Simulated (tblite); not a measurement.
C7H8N (doublet state).
Structure used (GFN2-xTB), in Å, numbered top down from 1:
```xyz
16
C7H8N angstrom
C     -2.449   -0.594    0.042
C     -1.441    0.487   -0.079
C     -0.066    0.293   -0.036
C      0.546   -0.979    0.128
C      1.918   -1.068    0.153
N      2.737   -0.028    0.034
C      2.184    1.171   -0.118
C      0.828    1.392   -0.160
H     -3.457   -0.193   -0.020
H     -2.321   -1.337   -0.749
H     -2.343   -1.122    0.992
H     -1.802    1.496   -0.209
H     -0.062   -1.865    0.230
H      2.408   -2.025    0.276
H      2.883    1.993   -0.211
H      0.431    2.388   -0.285
```

Computed with GFN2-xTB (tblite): harmonic, unscaled wavenumbers at the GFN2-xTB geometry, gas phase. This tight-binding method is rough: wavenumbers can miss measured ones by several per cent, in bad cases by 10 to 20. One conformer, not necessarily the lowest. Open shells enter through the occupations alone, without spin polarisation, and single modes of such species can be off by tens of per cent.

Harmonic wavenumbers (cm⁻¹): 59.6, 113.0, 205.9, 212.5, 334.5, 423.0, 447.9, 532.6, 623.4, 656.2, 667.8, 759.5, 822.4, 839.0, 905.4, 920.8, 988.6, 989.1, 1045.0, 1091.9, 1108.3, 1138.9, 1198.7, 1226.7, 1278.6, 1300.1, 1377.9, 1387.8, 1406.9, 1464.1, 1471.2, 1481.6, 1484.1, 1557.8, 2953.9, 2976.0, 3047.9, 3049.9, 3050.2, 3078.8, 3083.4, 3096.5.

A = 5272, B = 1514, C = 1185 MHz; mass 106.066 u (most abundant isotopes); point group Cs, symmetry number 1; spin multiplicity 2.

Q: What is the zero-point energy?

A: Half the sum of the wavenumbers: 27929 cm⁻¹ = 79.85 kcal/mol.

Q: Entropy at 200 K, 1 bar (ideal gas, RRHO, classical rotation)?

A: Translation 37.94, rotation 26.73, vibration 11.02, spin (R ln 2) 1.38: S = 77.1 cal/(mol K).

Q: And Cp and H(200 K) − H(0)?

A: Cp = 21.45 cal/(mol K), of which vibrations give 13.50 (their classical limit is 42 R = 83.5); H(200 K) − H(0) = 2.84 kcal/mol without the zero-point energy, 1.25 from vibrations.

Q: What must be added to the electronic energy to get the Gibbs energy at 200 K and 1 bar?

A: ZPE + [H(200 K) − H(0)] − T·S = 79.85 + 2.84 − 15.41 = 67.28 kcal/mol.

Q: Which modes carry the vibrational entropy at 200 K?

A: 59.6 cm⁻¹: 3.69; 113.0 cm⁻¹: 2.45; 205.9 cm⁻¹: 1.38; 212.5 cm⁻¹: 1.33; 334.5 cm⁻¹: 0.66; 423.0 cm⁻¹: 0.40 cal/(mol K); the other 36 give 1.12 together.

Q: How do the functions run with temperature in this model?

A: 
```json
{"T (K)": "50", "S (cal/(mol K))": "56.6", "Cp (cal/(mol K))": "10.8", "H − H(0) (kcal/mol)": "0.45", "G − H(0) (kcal/mol)": "-2.38", "ln q(vib)": "0.24"}
{"T (K)": "100", "S (cal/(mol K))": "65.1", "Cp (cal/(mol K))": "14.2", "H − H(0) (kcal/mol)": "1.08", "G − H(0) (kcal/mol)": "-5.43", "ln q(vib)": "0.89"}
{"T (K)": "298.15", "S (cal/(mol K))": "87.2", "Cp (cal/(mol K))": "30.1", "H − H(0) (kcal/mol)": "5.37", "G − H(0) (kcal/mol)": "-20.64", "ln q(vib)": "4.00"}
{"T (K)": "373.15", "S (cal/(mol K))": "94.7", "Cp (cal/(mol K))": "36.8", "H − H(0) (kcal/mol)": "7.88", "G − H(0) (kcal/mol)": "-27.46", "ln q(vib)": "5.30"}
{"T (K)": "500", "S (cal/(mol K))": "106.9", "Cp (cal/(mol K))": "46.8", "H − H(0) (kcal/mol)": "13.20", "G − H(0) (kcal/mol)": "-40.25", "ln q(vib)": "7.61"}
{"T (K)": "750", "S (cal/(mol K))": "128.7", "Cp (cal/(mol K))": "60.4", "H − H(0) (kcal/mol)": "26.73", "G − H(0) (kcal/mol)": "-69.77", "ln q(vib)": "12.29"}
{"T (K)": "1000", "S (cal/(mol K))": "147.3", "Cp (cal/(mol K))": "68.9", "H − H(0) (kcal/mol)": "42.97", "G − H(0) (kcal/mol)": "-104.32", "ln q(vib)": "16.83"}
```

q(vib) and H(0) count from the zero-point level.

Q: Blend soft modes into free rotors: weight 1/[1 + (100 cm⁻¹/ν̃)⁴] for the oscillator and the rest for a rotor with moment μB/(μ + B), μ = h/(8π²ν), B = 10⁻⁴⁴ kg m². What vibrational entropy results?

A: 10.39 cal/(mol K) in place of 11.02, which changes −T·S at 200 K by +0.13 kcal/mol.

Hindered rotation and anharmonicity are outside this model. Other conformers, if any are populated, would add a mixing term that is left out.

Hardware: Arm Neoverse V1, one thread, no GPU, shared host with 32 logical CPUs at a one-minute load of 22. Cost: 0.47 s. This covers the Hessian and the dipole derivatives.
